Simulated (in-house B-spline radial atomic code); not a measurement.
How numerical settings move a run on Ne2+, [He] 2s2 2p4. Computed with an all-electron radial atomic-structure program (B-spline basis): scalar-relativistic (X2C) r2SCAN, spin-polarised, spherical fractional occupations, Fermi nucleus of rms radius 3.0055 fm.

Command:
```bash
python run_scf.py task.json out
```
Settings of the sound reference run:
```
Z                10
electrons        8
configuration    [He] 2s2 2p4
hamiltonian      x2c
method           r2scan
spin_polarised   True
nucleus          fermi
rms_radius       3.0055
mass_number      20
atomic_mass      19.99244
speed_of_light   137.036
knot_spacing     0.22
spline_order     8
gauss_points     12
box_radius       22.22
max_iterations   70
damping          0.5
damped_steps     3
diis_vectors     10
tolerance        1e-08
start            Thomas-Fermi
```

Run time, properties included: 0.23 s on 1 thread of Arm Neoverse V2, on a shared host.

It converges in 8 iterations to -126.726434 hartree, with 2p down at -51.6158 eV. The other runs change the listed settings, some to values that make no sense; their results aren't properties of the atom or ion. Radii are in bohr (the nuclear one in fm), a minus after a letter asks for a j subshell, and «unchanged» means within 1e-8 hartree. The run stops when the residual is below 10 × tolerance × max(1, Z/10), or a noise floor if that is larger, and the energy moves by less than 1e-8 × √|E| hartree; so very loose and very tight tolerances often act alike.

| changed settings | outcome |
| --- | --- |
| hamiltonian = dirac, method = hf, spin_polarised = False, speed_of_light = 11.00399 | converged in 10 iterations to -169.7178 hartree, a different physical problem |
| damping = 0.95 | converged in 8 iterations, energy unchanged, 2p down level -1.8e-06 eV |
| knot_spacing = 1.4, box_radius = 44.44, max_iterations = 100 | converged in 8 iterations, energy +3.85e+00 hartree from the reference, 2p down level -2.2e+00 eV |
| damping = 0 | converged in 7 iterations, energy unchanged |
| damped_steps = 0 | converged in 6 iterations, energy unchanged |
| gauss_points = 6 | converged in 8 iterations, energy -1.88e-07 hartree from the reference, 2p down level +2.1e-04 eV |
| damped_steps = 8 | converged in 11 iterations, energy unchanged |
| damped_steps = 30 | converged in 18 iterations, energy unchanged, 2p down level -1.3e-06 eV |
| damped_steps = 1 | converged in 6 iterations, energy unchanged, 2p down level -2.0e-06 eV |
| electrons = 16, configuration = [He] 2s2 2p4 4s2 4p6, max_iterations = 50 | converged in 22 iterations to -126.2579 hartree, a different physical problem (warning: 4s up has a positive eigenvalue: unbound, held by the box) |
| gauss_points = 8 | converged in 8 iterations, energy +1.13e-07 hartree from the reference, 2p down level +4.0e-05 eV |
| damping = 0.8 | converged in 8 iterations, energy unchanged, 2p down level -1.2e-06 eV |
| gauss_points = 16 | converged in 8 iterations, energy -5.20e-08 hartree from the reference, 2p down level +7.9e-06 eV |
| damping = 0.2 | converged in 8 iterations, energy unchanged |

**Question.** What happens with gauss_points = 4?

**Answer.** Converged in 8 iterations, energy +7.26e-07 hartree from the reference, 2p down level +6.1e-04 eV.

**Question.** What happens with knot_spacing = 0.75, max_iterations = 50, diis_vectors = 20?

**Answer.** Converged in 8 iterations, energy +3.26e-02 hartree from the reference, 2p down level -2.2e-02 eV.

**Question.** What happens with knot_spacing = 0.75, box_radius = 4.44, max_iterations = 100?

**Answer.** Converged in 8 iterations, energy +5.80e-04 hartree from the reference, 2p down level +4.5e-03 eV (the program warns: 2p down reaches the box edge; 2s up reaches the box edge).

**Question.** What happens with knot_spacing = 1, max_iterations = 100, damped_steps = 0, tolerance = 1e-13?

**Answer.** Converged in 7 iterations, energy +3.07e-01 hartree from the reference, 2p down level -1.1e-01 eV (the program warns: 1s up reaches the box edge; 1s down reaches the box edge).
